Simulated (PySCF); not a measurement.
# In(2+) (indium, charge +2) across methods

[Kr] 4d9 5s1 5p1, one real determinant (an excited configuration). Computed with PySCF 2.14 in x2c-TZVPPall, with scalar relativity by spin-free X2C-1e. The B2PLYP total includes its PT2 part (frozen core); its orbital energies are those of the SCF part.

```
   method  E (hartree)  mean ε 4d β (eV)  mean ε 5s α (eV)  mean ε 5p α (eV)  Σ⟨r²⟩ (bohr²)   ⟨S²⟩
     PBE0     -5878.91           -44.643           -28.318           -20.427          37.19  3.751
  wB97M-V     -5878.84           -47.251           -30.605           -22.535          37.31  3.750
      PBE     -5878.82           -42.091           -27.099           -19.340          37.24  3.750
   B2PLYP     -5878.60           -47.011           -29.391           -21.311          37.29  3.751
   r2SCAN     -5879.26           -42.643           -27.431           -19.645          37.10  3.751
CAM-B3LYP     -5879.55           -46.085           -29.809           -21.662          37.23  3.750
      UHF  -5876.69601           -51.007           -31.293           -23.173          37.44  3.751
```

Question: Estimate the same row for LDA.

Answer: E (hartree) = -5873.37; mean ε 4d β (eV) = -42.241; mean ε 5s α (eV) = -27.433; mean ε 5p α (eV) = -19.436; Σ⟨r²⟩ (bohr²) = 37.16; ⟨S²⟩ = 3.750.

⟨L²⟩ = 8.01 against 12 for a pure F term, so this real determinant mixes terms.
